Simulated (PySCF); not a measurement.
Consider tropone, `O=c1cccccc1` (C7H6O). Optimised structure (Å), atoms numbered from 1:
```
O     1.9512   -2.1640    0.0213
C     1.1287   -1.2537    0.0141
C     1.6014    0.1368    0.0171
C     0.9188    1.3135    0.0016
C    -0.4907    1.5636   -0.0203
C    -1.5038    0.6508   -0.0269
C    -1.4022   -0.7772   -0.0137
C    -0.3036   -1.5796    0.0043
H     2.6946    0.1891    0.0329
H     1.5402    2.2151    0.0066
H    -0.7799    2.6185   -0.0314
H    -2.5226    1.0488   -0.0429
H    -2.3641   -1.3005   -0.0191
H    -0.4712   -2.6613    0.0116
```

Energies: ωB97X-D3(BJ)/ma-def2-TZVP (PySCF, density fitting, integration grid level 2) on PBE0-D3(BJ)/ma-def2-SVP structures. ωB97X-D3(BJ) is ωB97X-V with D3(BJ) in place of VV10. Zero-point and thermal terms (298.15 K, 1 bar) come from unscaled GFN2-xTB harmonic frequencies, with soft modes damped to free rotors in the entropy. These were taken at the GFN2-xTB minima.

(1) What are the vertical and the adiabatic ionisation energy for forming the radical cation?

(2) Where does the unpaired spin of the relaxed radical cation sit?

(3) What oxidation potential follows in acetonitrile (IEF-PCM), given that Fc+/Fc comes at 4.54 V absolute with this functional and basis?

(4) What are the vertical and the adiabatic electron affinity for forming the radical anion?

(5) Where does the unpaired spin of the relaxed radical anion sit?

(6) What reduction potential follows in acetonitrile (IEF-PCM), given that Fc+/Fc comes at 4.54 V absolute with this functional and basis?

(7) How far is −ε(HOMO) from the vertical value by ΔSCF?

## Answers

(1) 8.80 eV vertical and 8.60 eV adiabatic, the latter with zero-point energy.

(2) O1 (carbonyl oxygen) 0.49, C8 (aromatic carbon) 0.33, C3 (aromatic carbon) 0.33, C2 (aromatic carbon) -0.19 (intrinsic atomic orbital populations).

(3) In the gas phase ΔG of oxidation is 8.569 eV, and solvation is -34.3 kJ/mol for the parent and -239.8 kJ/mol for the product, so the absolute potential is 6.44 V, or 1.89 V against Fc+/Fc. Fc+/Fc in acetonitrile, 4.54 V, is ωB97X-D3(BJ)/ma-def2-TZVP on PBE0-D3(BJ)/def2-SVP structures with GFN2-xTB thermal terms. Benchmark calculations put it near 5.0 V in acetonitrile and DMSO, so it is about 0.5 V low, and the value against it can read up to that much too high. The solvent is electrostatics only, on gas-phase structures; the absolute scale refers to an electron at rest in vacuum.

(4) 0.71 eV vertical and 0.97 eV adiabatic, the latter with zero-point energy.

(5) C3 (aromatic carbon) 0.38, C8 (aromatic carbon) 0.38, C5 (aromatic carbon) 0.20, C6 (aromatic carbon) 0.20 (intrinsic atomic orbital populations).

(6) In the gas phase −ΔG of reduction is 0.984 eV, and solvation is -34.3 kJ/mol for the parent and -226.1 kJ/mol for the product, so the absolute potential is 2.97 V, or -1.57 V against Fc+/Fc. Fc+/Fc in acetonitrile, 4.54 V, is ωB97X-D3(BJ)/ma-def2-TZVP on PBE0-D3(BJ)/def2-SVP structures with GFN2-xTB thermal terms. Benchmark calculations put it near 5.0 V in acetonitrile and DMSO, so it is about 0.5 V low, and the value against it can read up to that much too high. The solvent is electrostatics only, on gas-phase structures; the absolute scale refers to an electron at rest in vacuum.

(7) −ε(HOMO) = 9.03 eV, which is 0.23 eV above the ΔSCF value.

Differences come from unrounded values, so a last digit can differ from that of the printed terms.
